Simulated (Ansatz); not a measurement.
The cluster Sn₄Te₃. The state is a singlet with charge 0. Geometry relaxed at r2SCAN-D4/def2-SVP.

Cartesian coordinates in Å:
```
Sn 0.6247 -0.2590 -2.1926
Sn 0.6822 1.6420 1.3284
Sn 0.3534 -2.2338 0.3877
Sn -2.1878 -0.4189 -0.5507
Te -1.1738 -0.5111 2.1902
Te 2.5188 -0.3010 0.0345
Te -0.8175 2.0818 -1.1975
```

In the def2 sets Sn, Te take a core potential; there is no spin–orbit coupling. The structure comes from a short search, and lower isomers may exist.

(1) Estimate the harmonic wavenumbers at RKS r2SCAN-D4/def2-SVP (Ansatz, unscaled). Is this a minimum?

Results:

(1) 43, 43, 62, 75, 75, 112, 125, 129, 129, 135, 135, 154, 168, 168, 172 cm⁻¹. Yes, no mode is imaginary beyond noise. Zero-point energy 10.3 kJ/mol. Hardware: 4 threads of Arm Neoverse V1 on a shared host. Wall time 2.8 min.
